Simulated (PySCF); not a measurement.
Cartesian coordinates (Å):
SMILES: [H]/[C]=N\[H]
```xyz
4

C      0.5480     0.4029     0.1076
N     -0.6373     0.4277    -0.1668
H      1.2740    -0.3958     0.3121
H     -1.1846    -0.4347    -0.2528
```
Charge 0, spin multiplicity 2.

### Question
Estimate the dipole moment, total energy and highest occupied spin orbital that TPSSh-D3(BJ)/def2-TZVP // PBE0-D3(BJ)/def2-TZVP (PySCF) returns for this input.

### Answer

```yaml
dipole_moment: 2.20 D
total_energy: -94.0041 Ha
highest_occupied_spin_orbital: -5.39 eV
```
